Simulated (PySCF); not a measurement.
Isomers of C6H13BNP, mass 141.088 u with the commonest isotopes. The calculation used PBE0-D3(BJ)/def2-SVP geometry optimisation, gas phase in PySCF 2.14.0. One conformer each, none proved a minimum here; rigid rotors.

Question: Order these by rotational constant C, largest first.
A. `[CH3:1][CH2:2][P@H+:3]([BH2-:4][C:5]#[N:6])[CH:7]1[CH2:8][CH2:9]1` with C1–C2–P3–B4 -179°, C2–P3–B4–C5 177°, C2–P3–C7–C8 -88°
B. `[CH3:1][P+:2]([CH3:3])([BH2-:4][C:5]#[N:6])[CH:7]1[CH2:8][CH2:9]1` with C1–P2–B4–C5 56°, C1–P2–C7–C8 -45°
C. `[CH3:1][C@@H:2]1[CH2:3][CH2:4][P@+:5]1([CH3:6])[BH2-:7][C:8]#[N:9]` with C4–P5–B7–C8 -38°, C1–C2–C3–C4 -101°, C2–C3–C4–P5 -16°, C3–C4–P5–C6 -91°, C1–C2–P5–C4 104°

Answer: C (944.3 MHz), B (889.2 MHz), A (689.1 MHz).

Question: Order these by out-of-plane moment Σ m c² = (Ia + Ib − Ic)/2, largest first.
A. `[CH3:1][C@@H:2]1[CH2:3][CH2:4][P@+:5]1([CH3:6])[BH2-:7][C:8]#[N:9]` with C4–P5–B7–C8 -38°, C1–C2–C3–C4 -101°, C2–C3–C4–P5 -16°, C3–C4–P5–C6 -91°, C1–C2–P5–C4 104°
B. `[CH3:1][CH2:2][P@H+:3]([BH2-:4][C:5]#[N:6])[CH:7]1[CH2:8][CH2:9]1` with C1–C2–P3–B4 -179°, C2–P3–B4–C5 177°, C2–P3–C7–C8 -88°
C. `[CH3:1][P+:2]([CH3:3])([BH2-:4][C:5]#[N:6])[CH:7]1[CH2:8][CH2:9]1` with C1–P2–B4–C5 56°, C1–P2–C7–C8 -45°

Answer: A (90.83 u·Å²), C (79.81 u·Å²), B (24.16 u·Å²).

Question: Order these by radius of gyration √(Σ m r²/M), largest first.
A. `[CH3:1][C@@H:2]1[CH2:3][CH2:4][P@+:5]1([CH3:6])[BH2-:7][C:8]#[N:9]` with C4–P5–B7–C8 -38°, C1–C2–C3–C4 -101°, C2–C3–C4–P5 -16°, C3–C4–P5–C6 -91°, C1–C2–P5–C4 104°
B. `[CH3:1][CH2:2][P@H+:3]([BH2-:4][C:5]#[N:6])[CH:7]1[CH2:8][CH2:9]1` with C1–C2–P3–B4 -179°, C2–P3–B4–C5 177°, C2–P3–C7–C8 -88°
C. `[CH3:1][P+:2]([CH3:3])([BH2-:4][C:5]#[N:6])[CH:7]1[CH2:8][CH2:9]1` with C1–P2–B4–C5 56°, C1–P2–C7–C8 -45°

Answer: B (2.317 Å), C (2.143 Å), A (2.106 Å).

```json
{"SMILES": "CC[P@H+]([BH2-]C#N)C1CC1", "point group": "C1", "Ia (u·Å²)": "277.43", "Ib (u·Å²)": "504.24", "Ic (u·Å²)": "733.35", "κ": "-0.45", "μa (D)": "7.88", "μb (D)": "1.55", "μc (D)": "0.09"}
{"SMILES": "C[C@@H]1CC[P@+]1(C)[BH2-]C#N", "point group": "C1", "Ia (u·Å²)": "292.99", "Ib (u·Å²)": "423.85", "Ic (u·Å²)": "535.18", "κ": "-0.36", "μa (D)": "7.60", "μb (D)": "0.11", "μc (D)": "0.19"}
{"SMILES": "C[P+](C)([BH2-]C#N)C1CC1", "point group": "C1", "Ia (u·Å²)": "318.96", "Ib (u·Å²)": "409.00", "Ic (u·Å²)": "568.33", "κ": "0.00", "μa (D)": "7.45", "μb (D)": "1.16", "μc (D)": "0.91"}
```
